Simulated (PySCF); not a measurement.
# UHF on Hf(57+) (hafnium, charge +57)

Configuration: [Ne] 3s2 3p3, high-spin 4S determinant. Computed with PySCF 2.14 in an uncontracted even-tempered set (16 s from 15 bohr⁻², ratio 2.5; 10 p from 20 bohr⁻², ratio 2.5; 4 d from 76 bohr⁻², ratio 2.7; 4 f from 110 bohr⁻², ratio 2.7), with no relativity, point nucleus.

```json
{"Total energy": "-10838.687103 hartree", "One-electron energy": "-11770.8368 hartree", "Hartree (Coulomb) energy": "1074.5438 hartree", "Exchange energy": "-142.3941 hartree", "Kinetic energy": "10839.35529 hartree", "⟨S²⟩": "3.7500", "⟨L²⟩": "0.000", "Sum of ⟨r⟩": "1.670 bohr", "Sum of ⟨r²⟩": "0.2925 bohr²", "Density at the nucleus (Gaussians lack the cusp)": "264000 bohr⁻³", "Spin density at the nucleus": "8.68 bohr⁻³"}
```

| shell | electrons | mean orbital energy (hartree) | rms radius, mean of both spins (bohr) |
| --- | --- | --- | --- |
| 1s α | 1 | -2391.50043 | 0.0243 |
| 1s β | 1 | -2390.72406 | 0.0243 |
| 2s α | 1 | -521.00966 | 0.0948 |
| 2s β | 1 | -520.50482 | 0.0948 |
| 2p α | 3 | -506.51323 | 0.0815 |
| 2p β | 3 | -505.61533 | 0.0815 |
| 3s α | 1 | -213.42174 | 0.223 |
| 3s β | 1 | -210.61494 | 0.223 |
| 3p α | 3 | -207.45869 | 0.211 |

A non-relativistic calculation at this Z misses sizeable relativistic shifts. Spin-orbit coupling, which splits the p, d and f shells strongly at this Z, is absent. Spin-orbit coupling is strong in this species (close to jj coupling), so the high-spin LS determinant is a model state, not a physical level.

Spin-orbit constants ζ (cm⁻¹) from the X2C one-electron operator on these orbitals (non-relativistic here): bare nucleus, nucleus screened by l(l+1)(2l+1)/3 electrons, and screened by the Breit-Pauli mean field of the electrons.

| shell | bare | screened nucleus | mean field |
| --- | --- | --- | --- |
| 2p | 4652000 | 4522000 | 4462000 |
| 3p | 1154000 | 1122000 | 1107000 |
